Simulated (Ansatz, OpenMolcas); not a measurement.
# Worked example: the enthalpy of formation of Br2 (bromine)

Br2 has 2 atoms, charge 0, and is taken as a singlet. As SMILES, `BrBr`. The coordinates come from a PBE0-D4/def2-TZVP relaxation.

```xyz
2

Br    0.9730   -0.3254    0.4985
Br   -0.9730    0.3254   -0.4985
```

Total energies at M06-L/aug-cc-pVTZ (OpenMolcas 26.06); the atoms run unrestricted:

```
species    state   energy (Eh)
    Br2  singlet  -5148.202017
     Br  doublet  -2574.060899
```

Harmonic wavenumbers at PBE0-D4/def2-TZVP, in cm⁻¹: 334.

Measured heats of formation of the gaseous atoms at 298.15 K, in kJ/mol: Br 111.9. Spin-orbit lowering of the atoms at 298 K (mean of the ground term's levels less their thermal mean, from spectra), in kJ/mol: Br 14.69. Take 1 Eh = 2625.50 kJ/mol, 1 cm⁻¹ = 0.0119627 kJ/mol, RT = 2.479 kJ/mol.

Q: Work out the heat of formation of the gas at 298 K.

A: 
1. Electronic atomisation energy: 2 × (-2574.060899) − (-5148.202017) = 0.080219 Eh = 210.6 kJ/mol.
2. Zero-point energy: half the sum of the wavenumbers, 167 cm⁻¹ = 2.0 kJ/mol.
3. Thermal vibrational enthalpy, Σ hcν̃/(exp(hcν̃/kT) − 1): 1.0 kJ/mol. Translation, rotation and pV of a linear molecule: 3.5 RT = 8.7 kJ/mol.
4. The 2 free atoms carry 5/2 RT each: 12.4 kJ/mol.
5. Spin-orbit coupling lowers the free atoms by 2 × 14.69 = 29.4 kJ/mol.
6. Atomisation enthalpy at 298 K: 210.6 − 29.4 − 2.0 − 1.0 − 8.7 + 12.4 = 181.9 kJ/mol.
7. Sum of the atoms' heats of formation: 223.8 kJ/mol. Heat of formation: 223.8 − 181.9 = +41.9 kJ/mol.

The tabulated value is +30.9 kJ/mol (Active Thermochemical Tables), so this level is off by +11.0 kJ/mol, or 5.7 % of the atomisation enthalpy. Relativity is left out. Anharmonicity and any spin-orbit splitting of the molecule are left out.
